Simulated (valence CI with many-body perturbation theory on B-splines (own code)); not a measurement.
**E1 transitions of Cd42+**

Computed by configuration interaction combined with many-body perturbation theory (CI+MBPT): four valence electrons over a frozen Dirac-Fock core [He], a basis of 11 s, 11 p, 9 d, 7 f, 5 g, 2 h, 1 i functions for each j, with the one-electron correlation potential Σ1, the two-electron term Σ2, the three-electron term Σ3, Breit, model QED; selected CI, second order for the rest (own B-spline code, finite nucleus).

No measured spectrum was set against this ion. As an estimate, large intervals hold to a few tenths of a per cent, small ones and those within an open d or f shell to about a per cent. Among the levels kept, up to 260 cm⁻¹ of a level comes from second order outside the variational space, and about a tenth of that is noise between levels of different J, which matters for small intervals.

Lines 151 to 200 of 258 in falling wavelength, among levels below 4424.6 eV, chosen from the strongest by gf and those to the six lowest levels. Wavelengths and rates use the calculated energies. Electric multipoles are in the length gauge, E1 and E2 with the static RPA response of the core. Weak lines are less certain than strong ones. Lines between different terms over intervals too small for the method are left out, as are lines whose strength nearly cancels. The highest levels of a list are the least certain.

Levels are named by their leading jj configuration (3d3/2^4 stands for four electrons in 3d with j = 3/2), which in mixed levels can hold well under half, so a name can repeat and another be missing. Letters in brackets count levels of one name in rising energy.

```tsv
λ vac (nm)	Upper	Lower	A (s⁻¹)	S (a.u.) with core polarisation	S without
0.3232	(2s^2 2p3/2 3d3/2) J=1	(2s^2 2p3/2^2) J=2	4.70e+13	2.35e-03	2.35e-03
0.3229	(2s^2 2p1/2 3d5/2) J=2	(2s^2 2p1/2 2p3/2) J=2	3.04e+13	2.53e-03	2.53e-03
0.3227	(2s^2 2p1/2 3d5/2) J=3	(2s^2 2p1/2 2p3/2) J=2	2.20e+14	2.55e-02	2.55e-02
0.3227	(2s 2p1/2 2p3/2 3d3/2) J=3 [b]	(2s 2p1/2 2p3/2^2) J=2 [a]	1.65e+14	1.92e-02	1.92e-02
0.3226	(2s^2 2p1/2 3d3/2) J=1	(2s^2 2p1/2 2p3/2) J=1	3.04e+13	1.51e-03	1.51e-03
0.3226	(2s 2p1/2 2p3/2 3s) J=1 [a]	(2s 2p1/2^2 2p3/2) J=2	4.43e+12	2.20e-04	2.19e-04
0.3226	(2s 2p1/2 2p3/2 3p1/2) J=3	(2s^2 2p3/2^2) J=2	4.68e+12	5.43e-04	5.44e-04
0.3224	(2s 2p1/2 2p3/2 3d3/2) J=3 [c]	(2s 2p1/2 2p3/2^2) J=3	1.27e+13	1.48e-03	1.48e-03
0.3224	(2s 2p1/2 2p3/2 3s) J=1 [b]	(2s 2p1/2^2 2p3/2) J=1	5.22e+12	2.59e-04	2.58e-04
0.3223	(2s^2 2p3/2 3d5/2) J=2	(2s^2 2p3/2^2) J=2	1.98e+14	1.64e-02	1.64e-02
0.3222	(2s 2p1/2^2 3d5/2) J=2 [a]	(2s 2p1/2^2 2p3/2) J=2	3.05e+12	2.51e-04	2.52e-04
0.3220	(2s 2p1/2^2 3d5/2) J=2 [b]	(2s 2p1/2^2 2p3/2) J=2	2.37e+12	1.95e-04	1.96e-04
0.3219	(2s 2p1/2 2p3/2 3s) J=1 [c]	(2s 2p1/2^2 2p3/2) J=1	6.73e+12	3.32e-04	3.31e-04
0.3219	(2s 2p1/2 2p3/2 3s) J=2 [c]	(2s 2p1/2^2 2p3/2) J=1	4.19e+12	3.45e-04	3.43e-04
0.3219	(2s 2p1/2 2p3/2 3s) J=0	(2s 2p1/2^2 2p3/2) J=1	1.17e+13	1.93e-04	1.93e-04
0.3217	(2s^2 2p1/2 3d5/2) J=2	(2s^2 2p1/2 2p3/2) J=1	2.26e+14	1.86e-02	1.86e-02
0.3215	(2s 2p1/2 2p3/2 3s) J=3	(2s 2p1/2^2 2p3/2) J=2	3.88e+11	4.46e-05	4.37e-05
0.3214	(2s 2p1/2 2p3/2 3d5/2) J=2 [b]	(2s 2p1/2 2p3/2^2) J=2 [a]	1.76e+13	1.44e-03	1.45e-03
0.3213	(2s 2p1/2 2p3/2 3d5/2) J=3 [b]	(2s 2p1/2 2p3/2^2) J=2 [a]	6.41e+13	7.35e-03	7.35e-03
0.3213	(2s^2 2p3/2 3d5/2) J=3	(2s^2 2p3/2^2) J=2	4.11e+14	4.70e-02	4.71e-02
0.3212	(2s 2p1/2^2 3p1/2) J=0	(2s^2 2p1/2 2p3/2) J=1	2.55e+12	4.17e-05	4.17e-05
0.3210	(2s 2p1/2^2 3p1/2) J=1	(2s^2 2p1/2 2p3/2) J=1	1.06e+13	5.19e-04	5.20e-04
0.3209	(2s^2 2p1/2 3s) J=1	(2s^2 2p1/2^2) J=0	9.88e+12	4.83e-04	4.82e-04
0.3208	(2s^2 2p3/2 3d5/2) J=1	(2s^2 2p3/2^2) J=2	1.76e+13	8.60e-04	8.61e-04
0.3206	(2s^2 2p3/2 3s) J=2	(2s^2 2p1/2 2p3/2) J=2	2.88e+12	2.34e-04	2.33e-04
0.3203	(2s 2p1/2 2p3/2 3s) J=2 [b]	(2s 2p1/2^2 2p3/2) J=2	3.00e+12	2.44e-04	2.43e-04
0.3202	(2s^2 2p3/2 3s) J=1	(2s^2 2p1/2 2p3/2) J=2	8.00e+12	3.89e-04	3.87e-04
0.3201	(2s 2p1/2 2p3/2 3p3/2) J=3 [a]	(2s^2 2p3/2^2) J=2	6.02e+12	6.82e-04	6.82e-04
0.3191	(2s 2p1/2 2p3/2 3p1/2) J=2 [c]	(2s^2 2p3/2^2) J=2	2.94e+12	2.36e-04	2.36e-04
0.3190	(2s 2p1/2 2p3/2 3p1/2) J=1 [b]	(2s^2 2p3/2^2) J=2	1.80e+12	8.64e-05	8.64e-05
0.3190	(2s^2 2p3/2 3s) J=1	(2s^2 2p1/2 2p3/2) J=1	3.04e+12	1.46e-04	1.46e-04
0.3187	(2s 2p1/2 2p3/2 3d3/2) J=2 [d]	(2s 2p1/2 2p3/2^2) J=2 [a]	1.30e+13	1.04e-03	1.04e-03
0.3175	(2s 2p1/2 2p3/2 3s) J=2 [c]	(2s 2p1/2^2 2p3/2) J=2	5.61e+11	4.43e-05	4.43e-05
0.3173	(2s 2p1/2 2p3/2 3p3/2) J=2 [b]	(2s^2 2p3/2^2) J=2	1.36e+12	1.07e-04	1.07e-04
0.3165	(2s 2p1/2 2p3/2 3p3/2) J=3 [b]	(2s^2 2p3/2^2) J=2	1.74e+12	1.90e-04	1.91e-04
0.3157	(2s 2p1/2^2 3p3/2) J=2	(2s^2 2p1/2 2p3/2) J=1	3.97e+12	3.08e-04	3.08e-04
0.3141	(2s 2p1/2 2p3/2 3p3/2) J=2 [c]	(2s^2 2p3/2^2) J=2	6.37e+11	4.87e-05	4.86e-05
0.3139	(2s 2p1/2 2p3/2 3p3/2) J=3 [c]	(2s^2 2p3/2^2) J=2	2.31e+12	2.47e-04	2.47e-04
0.3127	(2s 2p1/2 2p3/2 3p3/2) J=1 [d]	(2s^2 2p3/2^2) J=2	8.54e+11	3.87e-05	3.86e-05
0.3123	(2s 2p1/2 2p3/2 3d3/2) J=2 [b]	(2s 2p1/2^2 2p3/2) J=1	3.22e+12	2.42e-04	2.42e-04
0.3122	(2s 2p1/2 2p3/2 3d5/2) J=1 [a]	(2s 2p1/2^2 2p3/2) J=1	1.74e+13	7.82e-04	7.83e-04
0.3111	(2s 2p1/2 2p3/2 3d3/2) J=2 [a]	(2s 2p1/2^2 2p3/2) J=2	5.76e+13	4.28e-03	4.28e-03
0.3110	(2s 2p1/2 2p3/2 3d3/2) J=1 [a]	(2s 2p1/2^2 2p3/2) J=2	2.12e+13	9.42e-04	9.43e-04
0.3110	(2s 2p1/2 2p3/2 3d5/2) J=2 [b]	(2s 2p1/2^2 2p3/2) J=1	9.47e+12	7.02e-04	7.03e-04
0.3107	(2s 2p1/2 2p3/2 3d3/2) J=3 [a]	(2s 2p1/2^2 2p3/2) J=2	7.97e+13	8.26e-03	8.27e-03
0.3102	(2s 2p1/2 2p3/2 3d5/2) J=1 [b]	(2s 2p1/2^2 2p3/2) J=1	4.73e+13	2.09e-03	2.09e-03
0.3098	(2s 2p1/2 2p3/2 3d5/2) J=0	(2s 2p1/2^2 2p3/2) J=1	2.53e+13	3.71e-04	3.72e-04
0.3092	(2s 2p1/2 2p3/2 3d3/2) J=2 [c]	(2s 2p1/2^2 2p3/2) J=1	3.75e+12	2.73e-04	2.74e-04
0.3091	(2s 2p1/2 2p3/2 3d3/2) J=1 [c]	(2s 2p1/2^2 2p3/2) J=1	3.70e+12	1.62e-04	1.62e-04
0.3088	(2s 2p1/2 2p3/2 3d5/2) J=3 [a]	(2s 2p1/2^2 2p3/2) J=2	8.42e+13	8.57e-03	8.58e-03
```
